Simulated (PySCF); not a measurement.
C₆H₉O₂ (doublet state).
Z-matrix (Å and degrees, GFN2-xTB geometry), rows numbered from 1:
```
C 
C   1  1.4891
C   2  1.4754  1  122.28
O   2  1.3395  1  115.67  3  -170.45
C   4  1.3913  2  124.32  1   149.94
C   5  1.5124  4  110.83  2  -177.94
C   5  1.3107  4  128.79  2    10.44
O   7  1.1863  5  164.86  4  -163.73
H   1  1.0865  2  109.71  3   179.83
H   1  1.0944  2  111.21  3    59.59
H   1  1.0904  2  110.75  3   -59.80
H   3  1.1014  2  109.15  1  -124.66
H   3  1.0939  2  112.41  1   117.86
H   3  1.0865  2  110.76  1    -3.94
H   6  1.0888  5  109.75  4    65.98
H   6  1.0889  5  109.78  4   -53.30
H   6  1.0855  5  110.17  4  -173.77
```

The hyperfine couplings belong to this conformer and change with its torsions.

Identity: `C[C](C)OC(C)=C=O` [radical].

Level of theory: PySCF 2.14.0, UKS B3LYP, pcH-1 on C H O, non-relativistic, mean-field spin-orbit, GIAO. One conformer (not necessarily the lowest) at the GFN2-xTB geometry, without solvent, vibrations or thermal averaging. The geometry wasn't refined by DFT: couplings that depend on bond lengths, twists or pyramidal angles can differ widely from those at the functional's own minimum. The frame is twisted about the C5–C7 bond at this geometry (dihedral C6–C5–C7–O8 = 25°); couplings at other torsion angles weren't computed. Stability of the SCF solution: not tested.

(1) The isotropic 17O couplings are -42.8, -5.3 MHz. Assign them to O4; O8.

(2) Match the computed a_iso(1H) values +63.5, +59.5, -1.1 MHz (means over equivalent nuclei) with the sites H9/H10/H11; H12/H13/H14; H15/H16/H17.

Results:

(1) 
```json
{"site": "O4", "a_iso (MHz)": "-42.8", "ρ(0) (bohr⁻³)": "+0.0706", "position": "1 bond from C2", "distance from C2 (Å)": "1.34", "spin population": "+0.07", "largest |T| (MHz)": "45.9"}
{"site": "O8", "a_iso (MHz)": "-5.3", "ρ(0) (bohr⁻³)": "+0.0087", "position": "4 bonds from C2", "distance from C2 (Å)": "3.97", "spin population": "+0.04", "largest |T| (MHz)": "27.3"}
```

(2) 
```tsv
site	a_iso (MHz)	ρ(0) (bohr⁻³)	position	distance from C2 (Å)	bound to	spin population there	largest |T| (MHz)
H9/H10/H11	+59.5	+0.0133	β, 2 bonds from C2	2.13	C1	-0.07	8.3
H12/H13/H14	+63.5	+0.0142	β, 2 bonds from C2	2.13	C3	-0.07	7.8
H15/H16/H17	-1.1	-0.0003	4 bonds from C2	4.13	C6	0.00	2.4
```

ρ(0) is the spin density at the nucleus and T the dipolar tensor; entries for several nuclei are means. The Mulliken spin populations are largest on C2 (+0.81), C7 (+0.08), C1 (-0.07) and C3 (-0.07). C2 is the only atom above +0.15. The angles at C2 add up to 359.3°, so it is planar.

Nuclei that the bonding pattern makes equivalent are averaged, as if the motion that swaps them (rotation, inversion, ring flip) were fast. C1 and C3, with what hangs on them, aren't averaged: C2 is flat or nearly so (angle sum 359°), and its turn about the short C2–O4 bond (1.34 Å) is taken as slow. The three 1H nuclei of mean +63.5 MHz run from 11.8 to 116.7 MHz in the frozen geometry. The three 1H nuclei of mean +59.5 MHz run from 4.3 to 107.9 MHz in the frozen geometry.
